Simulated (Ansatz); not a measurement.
Mulliken charges of ClFMoS₂, SMILES `[F][Mo](=[S])(=[S])[Cl]` from B3LYP/def2-TZVPP in Ansatz (PBE0-D4/def2-TZVP geometry).

```
atom   x (Å)   y (Å)   z (Å)  charge (e)
  F1  -0.677  -0.263   1.767      -0.365
 Mo2  -0.022  -0.031   0.073       1.092
  S3   1.837  -0.963  -0.094      -0.243
  S4  -1.303  -0.931  -1.304      -0.243
 Cl5   0.215   2.114  -0.484      -0.242
```

Question: By hand: the dipole of these point charges (1 e Å = 4.8032 D).

Answer: Σ q r = (0.041, 0.011, -0.108) e Å, of length 0.116 e Å = 0.56 D.

Question: How does the dipole of the full density compare? (Estimate.)

Answer: Computed: (0.027, 0.043, -0.070) e Å, 0.42 D; the point charges give 1.33 times that, at 24° from its direction.

Point charges leave out the atoms' own dipoles, such as those of lone pairs, and Mulliken's split depends on the basis, so the two needn't agree.

B3LYP here is the variant with VWN-RPA as its local correlation; programs differ in this.
